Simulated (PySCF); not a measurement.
diindium oxide (In2O), SMILES [In][O][In] (connectivity only; charge and spin as stated), neutral, multiplicity 1.

Geometry: B3LYP-D3(BJ)/def2-TZVP. The def2 effective core potentials stand for the cores of In; spin–orbit coupling is left out.

Computed with IEF-PCM-PBE0/def2-SVP run with PySCF.

The values are the electrostatic part of the solvation free energy, E(continuum) − E(gas) at the gas-phase geometry, in a cavity of scaled van der Waals radii (PySCF's table); cavitation and dispersion terms are not included. A continuum can't describe solvent molecules that bind to the metal. In vacuum the orbital gap is 4.76 eV. The dipole moment in vacuum is 0.00 D.

```
solvent            ε  ΔG(elec) (kcal/mol)  dipole (D)  gap (eV)
-------------  -----  -------------------  ----------  --------
water          78.36                 -4.1        0.00      4.89
cyclohexanone  15.62                 -3.8        0.00      4.88
chloroform      4.71                 -2.9        0.00      4.85
```
